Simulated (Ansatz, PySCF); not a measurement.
Molecule: CaCl (charge 0, doublet). 
Structure (B3LYP-D3(BJ)/def2-TZVP (Ansatz, an electronic-structure program) minimum search):
```xyz
2

Ca     0.0000     0.0000    -1.1231
Cl     0.0000     0.0000     1.3213
```
Charge 0, spin multiplicity 2.

Total electronic energies in hartree. Cores are frozen in the correlated levels unless marked. UHF or UKS for open shells. Spin-orbit coupling is left out. The frozen core is the preceding noble-gas configuration, with the filled d and f shells of earlier blocks. The outer core of K, Ca and their heavier congeners is not correlated, a term that matters for these elements. No relativistic terms. CBS marks a two-point X^-3 extrapolation of the correlation energy; Hartree-Fock from the larger set.

```
level                                       program  energy (Eh)
------------------------------------  -------------  -----------
HF/6-31G*                                    Ansatz  -1136.28709
PBE/def2-TZVPD                                PySCF  -1137.45102
BP86-D3(BJ)/def2-TZVPD                PySCF + dftd3  -1137.97818
M06-L-D4/def2-TZVPD                   PySCF + dftd4            ?
BHLYP/def2-TZVPD                             Ansatz  -1137.87456
r2SCANh/def2-TZVPD                           Ansatz            ?
PW6B95-D3(BJ)/def2-TZVPD              PySCF + dftd3  -1138.68255
PW6B95-D4/def2-TZVPD                  PySCF + dftd4  -1138.68221
RPA@PBE/def2-QZVPP                           Ansatz  -1136.75302
MP2/6-31G                                    Ansatz  -1136.32713
MP2/def2-QZVPP                               Ansatz  -1136.60954
MP2/CBS(def2-TZVPP,def2-QZVPP)               Ansatz   -1136.6264
CCSD/def2-QZVPPD                             Ansatz  -1136.62539
CCSD(T)/def2-QZVPPD                          Ansatz  -1136.63634
CCSD(T)/CBS(def2-TZVPPD,def2-QZVPPD)         Ansatz   -1136.6527
```

Question: Fill in the missing entries.

Answer: 
- M06-L-D4/def2-TZVPD, energy (Eh): -1137.83126
- r2SCANh/def2-TZVPD, energy (Eh): -1137.79360
